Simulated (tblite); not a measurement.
C₈H₇ClSi.
SMILES: `Clc1cccc2c1C=C[SiH2]2`

Level: GFN2-xTB in tblite, geometry and Hessian alike; calculated harmonic values, unscaled, isolated species. Errors from tens to a few hundred cm⁻¹ against measured bands are possible. Modes of hydrogen on silicon can be 10 to 20 % off.

Harmonic wavenumbers (cm⁻¹): 92.5, 157.9, 186.5, 196.4, 307.7, 351.0, 365.1, 432.9, 442.4, 464.8, 528.0, 529.5, 539.4, 602.8, 649.4, 660.5, 753.4, 757.3, 779.4, 801.9, 802.0, 836.5, 895.8, 912.4, 919.5, 1058.9, 1110.4, 1117.0, 1175.0, 1199.1, 1232.3, 1294.7, 1334.4, 1412.2, 1425.7, 1551.7, 1577.2, 1593.8, 2252.6, 2257.3, 3073.6, 3074.8, 3085.9, 3098.9, 3100.7.

A = 1655, B = 838.9, C = 560.4 MHz; mass 166.001 u (most abundant isotopes); point group Cs, symmetry number 1.

Task: What is the zero-point energy?

Result: Half the sum of the wavenumbers: 25496 cm⁻¹ = 304.99 kJ/mol.

Task: What is S at 400 K and 1 bar for an ideal gas of classical rigid rotors and harmonic oscillators?

Result: Translation 178.72, rotation 130.87, vibration 134.58: S = 444.2 J/(mol K).

Task: And Cp and H(400 K) − H(0)?

Result: Cp = 203.65 J/(mol K), of which vibrations give 170.39 (their classical limit is 45 R = 374.2); H(400 K) − H(0) = 45.07 kJ/mol without the zero-point energy, 31.77 from vibrations.

Task: What must be added to the electronic energy to get the Gibbs energy at 400 K and 1 bar?

Result: ZPE + [H(400 K) − H(0)] − T·S = 304.99 + 45.07 − 177.67 = 172.39 kJ/mol.

Task: Which modes carry the vibrational entropy at 400 K?

Result: 92.5 cm⁻¹: 17.50; 157.9 cm⁻¹: 13.13; 186.5 cm⁻¹: 11.79; 196.4 cm⁻¹: 11.37; 307.7 cm⁻¹: 7.88; 351.0 cm⁻¹: 6.91 J/(mol K); the other 39 give 66.00 together.

Task: How do the functions run with temperature in this model?

Result: 
```json
{"T (K)": "100", "S (J/(mol K))": "278.9", "Cp (J/(mol K))": "62.4", "H − H(0) (kJ/mol)": "4.39", "G − H(0) (kJ/mol)": "-23.50", "ln q(vib)": "0.58"}
{"T (K)": "200", "S (J/(mol K))": "336.8", "Cp (J/(mol K))": "111.8", "H − H(0) (kJ/mol)": "13.03", "G − H(0) (kJ/mol)": "-54.34", "ln q(vib)": "2.21"}
{"T (K)": "300", "S (J/(mol K))": "391.7", "Cp (J/(mol K))": "161.5", "H − H(0) (kJ/mol)": "26.74", "G − H(0) (kJ/mol)": "-90.78", "ln q(vib)": "4.31"}
{"T (K)": "500", "S (J/(mol K))": "493.4", "Cp (J/(mol K))": "237.1", "H − H(0) (kJ/mol)": "67.17", "G − H(0) (kJ/mol)": "-179.50", "ln q(vib)": "9.05"}
{"T (K)": "800", "S (J/(mol K))": "620.3", "Cp (J/(mol K))": "301.1", "H − H(0) (kJ/mol)": "148.96", "G − H(0) (kJ/mol)": "-347.29", "ln q(vib)": "16.20"}
{"T (K)": "1000", "S (J/(mol K))": "690.4", "Cp (J/(mol K))": "326.5", "H − H(0) (kJ/mol)": "211.88", "G − H(0) (kJ/mol)": "-478.53", "ln q(vib)": "20.65"}
```

q(vib) and H(0) count from the zero-point level.

Hindered rotation and anharmonicity are outside this model.
